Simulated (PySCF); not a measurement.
Al(I)(Me)(OMe) (C₂H₆AlIO), SMILES [Al]([CH3])([I])[O]C.

Geometry: B3LYP-D3(BJ)/def2-SVP. The structure was generated by enumeration; whether it is a known compound was not checked. The def2 effective core potentials stand for the cores of I; spin–orbit coupling is left out. One conformer was computed; it need not be the lowest.

Two levels are set side by side: PBE/def2-TZVP (PySCF) and B3LYP/def2-TZVP (PySCF). Same geometry, gas phase. Differences are taken from unrounded values.

| quantity | B3LYP | PBE | PBE minus B3LYP |
|---|---|---|---|
| orbital gap (eV) | 6.58 | 5.11 | -1.46 |
| highest occupied level (eV) | -7.33 | -6.44 | 0.89 |
| lowest empty level (eV) | -0.75 | -1.32 | -0.57 |
| dipole moment (D) | 1.20 | 1.21 | 0.01 |
| mean polarisability (bohr³) | 86.2 | 89.7 | 3.5 |

PBE's occupied levels lie high since its potential decays too fast outside the molecule; exact exchange lowers them and widens the gap. Loosely held outer electrons make PBE densities more polarisable. Differences between two approximate levels are no errors against the true value.

Rough cost on one machine, each run with all the roots and properties that it gave: B3LYP against PBE within a factor of 2.
